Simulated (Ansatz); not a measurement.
Input for Ansatz (a first-principles code): U-r2SCAN/def2-TZVPP on ClGeH (SMILES [Cl][GeH]), a point of a bond scan (R = 2.979 Å).

Ansatz 0.2 input:
```yaml
crystal:
  periodic: [false, false, false]
  atoms:
    - {symbol: Ge, position_ang: [0.52862057, -0.16248943, 0.50490017]}
    - {symbol: H, position_ang: [1.62035373, -0.38333295, -0.65157602]}
    - {symbol: Cl, position_ang: [-1.65701052, 0.50022677, -1.40801270]}
basis:
  gaussian:
    orbitals: def2-TZVPP
hamiltonian:
  xc: {name: r2SCAN}
magnetization: {spin_polarized: true, initial_magnetization: 0}
```

The head of its log:

```
WARN ansatz: RAYON_NUM_THREADS=1 ignored (pool sized by the plan → 1); use --threads N
Functional definition: r2SCAN
integrals: 0.03 GiB planned
711 factors; their error is unknown
mean field: 0.32 GiB planned
mean field evaluation 1: about -69052.2727 eV, gradient 2.1e1 eV
mean field evaluation 2: about -68969.1047 eV, gradient 8.6e1 eV
```

Problem. What total energy does the run end on?

Solution. -2537.7231 hartree.
